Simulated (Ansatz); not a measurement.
A made-up structure of LiBSiH₃S (charge -1), closed shell:

Li1  (-1.710, -0.579, 1.686)
B2  (-0.871, -0.209, -0.470)
Si3  (0.707, 0.072, 0.916)
S4  (-0.896, -0.069, -2.459)
H5  (2.107, 0.552, 0.834)
H6  (0.150, -0.106, 2.400)
H7  (0.513, 0.339, -2.906)
(Å)

It is relaxed with PBE-D4/def2-SVPD and then PBE0-D4/def2-TZVPD (Ansatz 0.2.0). Atoms count as bonded within 1.22 times the sum of their covalent radii (H–H: 0.88 Å). The end point is not checked to be a true minimum.

Problem. Does its bonding change? (Judge from chemistry; the calculation decides.)

Solution. By the calculation: Yes. Formed: Li1–H6; broken: none.

Where it ends: The first stage lowers the energy by 1.02 eV in 12 steps. It ends as LiBSiH₃S ([SH][B]1[Li]2[H][SiH]21), total charge -1:
```
7
angstrom
Li -1.5399 -0.4639 1.5115
B -0.7781 -0.1884 -0.4190
Si 0.7558 -0.3905 0.7838
S -0.8251 0.0216 -2.1890
H 1.8270 0.6933 0.7563
H 0.1056 0.0214 2.1509
H 0.4546 0.3065 -2.5946
```

Labels in which every atom is bracketed show which atoms are joined, not bond orders.

For scale, one of the runs: PBE0-D4/def2-TZVPD relaxation, 170 basis functions, launched by `ansatz run in.yaml --threads 2 --pin off --events-out ev --progress --plain --max-ram 4352MiB`. The run took about 57 s on 2 CPU threads of an Arm Neoverse V2 (shared host).
